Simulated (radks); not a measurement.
Q: Isoelectronic series with 27 electrons, each ion in its NIST ground configuration. Method: Dirac Kohn-Sham, PBEsol, spin-unpolarised, spherical densities, finite nucleus; open shells are shared between the two j in proportion to 2j + 1; Fermi nuclear charge, rms radius of each element as measured or else 0.836 A^(1/3) + 0.57 fm; computed with a radial shooting solver on a logarithmic mesh with Libxc functionals. Total energies (hartree) and mean radii <r> (bohr):

ion,configuration,E (hartree),3d5/2,3d3/2,3p3/2,3p1/2
Cs28+,[Ar] 3d9,-7364.6062,0.2628,0.2595,0.2910,0.2803
Ba29+,[Ar] 3d9,-7674.4339,0.2562,0.2528,0.2841,0.2733
La30+,[Ar] 3d9,-7991.3365,0.2499,0.2465,0.2776,0.2667
Ce31+,[Ar] 3d9,-8315.3660,0.2440,0.2405,0.2713,0.2603
Pr32+,[Ar] 3d9,-8646.5809,0.2383,0.2348,0.2653,0.2542
Nd33+,[Ar] 3d9,-8985.0377,0.2329,0.2294,0.2596,0.2483
Pm34+,[Ar] 3d9,-9330.7920,0.2277,0.2242,0.2541,0.2426
Sm35+,[Ar] 3d9,-9683.8948,0.2228,0.2192,0.2488,0.2372
Eu36+,[Ar] 3d9,-10044.4479,0.2180,0.2144,0.2437,0.2320
Gd37+,[Ar] 3d9,-10412.4949,0.2135,0.2098,0.2388,0.2270
Tb38+,[Ar] 3d9,-10788.1553,0.2091,0.2054,0.2341,0.2221
Dy39+,[Ar] 3d9,-11171.3729,0.2049,0.2012,0.2295,0.2174
Ho40+,[Ar] 3d9,-11562.3685,0.2009,0.1971,0.2252,0.2129
Er41+,[Ar] 3d9,-11961.1318,0.1971,0.1932,0.2210,0.2086
Tm42+,[Ar] 3d9,-12367.8045,0.1933,0.1895,0.2169,0.2044
Yb43+,[Ar] 3d9,-12782.3817,0.1898,0.1858,0.2130,0.2003
Lu44+,[Ar] 3d9,-13205.0133,0.1863,0.1824,0.2092,0.1963
Hf45+,[Ar] 3d9,-13635.8304,0.1830,0.1790,0.2055,0.1925
Ta46+,[Ar] 3d9,-14074.8637,0.1798,0.1757,0.2020,0.1888
W47+,[Ar] 3d9,-14522.2179,0.1767,0.1726,0.1985,0.1852
Re48+,[Ar] 3d9,-14978.0110,0.1737,0.1695,0.1952,0.1817

Estimate the row of Os49+ ([Ar] 3d9).

A: E (hartree) -15442.3033; 3d5/2 0.1708; 3d3/2 0.1666; 3p3/2 0.1920; 3p1/2 0.1783.
